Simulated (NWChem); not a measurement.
Molecule: GeNH$_{3}$, singlet; SMILES [NH2][GeH]

Results from NWChem. Low-valent species are run as closed-shell singlets; no triplet was tried in these runs. Each level has its own optimisation; frequencies are unscaled.

```tsv
level	r Ge–H (Å)	r Ge–N (Å)	r H–N (Å)	highest harmonic frequency (cm⁻¹)	lowest (cm⁻¹)	zero-point energy (kcal/mol)	dipole (D)
PBE/def2-SVP	1.618	1.836	1.024	3578	496	19.6	1.95
Hartree-Fock/STO-3G	…	…	1.018	…	…	…	…
BLYP/def2-SVP	1.626	1.849	1.025	3534	489	19.3	1.87
PBE0/def2-SVP	1.602	1.814	1.015	3706	518	20.3	1.87
```

Task: Fill in the missing entries.

Result: 
- Hartree-Fock/STO-3G, r Ge–H (Å): 1.475
- Hartree-Fock/STO-3G, r Ge–N (Å): 1.660
- Hartree-Fock/STO-3G, highest harmonic frequency (cm⁻¹): 4184
- Hartree-Fock/STO-3G, lowest (cm⁻¹): 764
- Hartree-Fock/STO-3G, zero-point energy (kcal/mol): 24.3
- Hartree-Fock/STO-3G, dipole (D): 1.71
